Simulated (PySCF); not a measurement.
C8H10FP.
Numbering: `[CH3:1][CH2:2][PH:3][c:4]1[cH:5][cH:6][c:7]([F:8])[cH:9][cH:10]1` (hydrogens: H11, H12, H13 on C1; H14, H15 on C2; H16 on P3; H17 on C5; H18 on C6; H19 on C9; H20 on C10)

Cartesian coordinates in Å at the PBE0-D3(BJ)/def2-SVP level; atoms count from 1:
```xyz
20
C8H10FP angstrom
C      3.5346   -0.1237   -0.4373
C      2.0186   -0.2267   -0.5011
P      1.1900    0.5253    0.9948
C     -0.5439    0.0003    0.6824
C     -1.0147   -1.2966    0.9339
C     -2.3314   -1.6528    0.6570
C     -3.1842   -0.6994    0.1121
F     -4.4425   -1.0357   -0.1637
C     -2.7548    0.5958   -0.1476
C     -1.4374    0.9384    0.1485
H      3.9428   -0.6909    0.4144
H      3.8639    0.9212   -0.3262
H      3.9974   -0.5258   -1.3519
H      1.6930   -1.2721   -0.6257
H      1.6282    0.3289   -1.3700
H      1.5206   -0.5183    1.9142
H     -0.3397   -2.0464    1.3550
H     -2.7083   -2.6582    0.8534
H     -3.4561    1.3195   -0.5669
H     -1.0973    1.9612   -0.0367
```

The closed-shell ground state was solved at several levels (PySCF, density fitting, gas phase, non-relativistic).

```json
{"level": "B3LYP/def2-SVPD", "basis functions": "287", "total energy (Eh)": "-751.6998", "HOMO (eV)": "-6.58", "LUMO (eV)": "-0.93", "gap (eV)": "5.65", "dipole (D)": "1.42"}
{"level": "PBE0/pcSseg-1", "basis functions": "227", "total energy (Eh)": "-751.4015", "HOMO (eV)": "-6.80", "LUMO (eV)": "-0.70", "gap (eV)": "6.10", "dipole (D)": "1.45"}
```

(1) Estimate the row for B3LYP/pcSseg-1, a basis of 227 functions; the other rows only guide the guess.

(2) Over all these levels, which gives the widest orbital gap and which the narrowest?

(3) How far do the dipole and the HOMO energy spread over the levels?

## Answers

(1) Total energy -752.0301 Eh, HOMO -6.58 eV, LUMO -0.86 eV, gap 5.72 eV, dipole 1.39 D.

(2) PBE0/pcSseg-1 (global hybrid, 25 % exact exchange) has the widest, 6.10 eV, and B3LYP/def2-SVPD (global hybrid, 20 % exact exchange) the narrowest, 5.65 eV. Functional and basis both differ between the two, so the spread mixes both effects.

(3) The dipole runs from 1.39 to 1.45 D (mean 1.42 D) and the HOMO from -6.80 to -6.58 eV.

One conformer stands for the species.
